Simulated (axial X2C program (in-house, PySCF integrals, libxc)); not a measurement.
**Testing model relations on SeN⁺**

A bond curve at the PBE0 level, with spin–orbit coupling, was computed with an in-house relativistic program for diatomic molecules (basis Se dyall-cv3z [8s9p6d4f1g], N dyall-av3z [7s7p3d2f] (cores contracted in-house)) for the state Ω = 0 (closed shell). Its fit gives Re = 1.5646 Å, ωe = 1226.2 cm⁻¹, ωexe = 4.49 cm⁻¹ and αe = 3.133e-03 cm⁻¹; the masses are 79.9165 and 14.0031 u. Two-component means X2C with spin–orbit coupling and atomic mean-field Coulomb and Gaunt terms.

**Question.** Find the reduced mass, Be and the force constant.

**Answer.** From the PBE0 values: μ = 11.9153 u. Be = 16.8576/(μ Re²) = 0.5779 cm⁻¹. k = 5.8918×10⁻⁷ μ ωe² = 10.6 mdyn/Å.

**Question.** A Morse curve ties αe to the other constants (Pekeris). How well does that hold?

**Answer.** αe(Morse) = 6Be²/ωe × (√(ωexe/Be) − 1) = 2.921e-03 cm⁻¹; the PBE0 curve gives 3.133e-03 cm⁻¹, a ratio of 0.93.

**Question.** Estimate De from a Morse curve and compare with the computed well depth of 4.384 eV to Se+ + N.

**Answer.** De(Morse) = ωe²/(4ωexe) = 10.380 eV against 4.384 eV computed, a ratio of 2.37. The extrapolation overshoots: the well softens faster than a Morse curve, or the lowest atomic limit lies below the one to which the curve heads.

**Question.** Where do the fundamental and the first overtone lie?

**Answer.** ν(1←0) = ωe − 2ωexe = 1217.2 cm⁻¹; ν(2←0) = 2ωe − 6ωexe = 2425.5 cm⁻¹.

**Question.** Estimate the centrifugal constant by the Kratzer relation.

**Answer.** D = 4Be³/ωe² = 5.14e-07 cm⁻¹.

One determinant describes the state; a PBE0 search over occupations chose it and may have missed a lower one. De is counted from the lowest determinant-based energies of the atoms at the same level, without counterpoise correction.
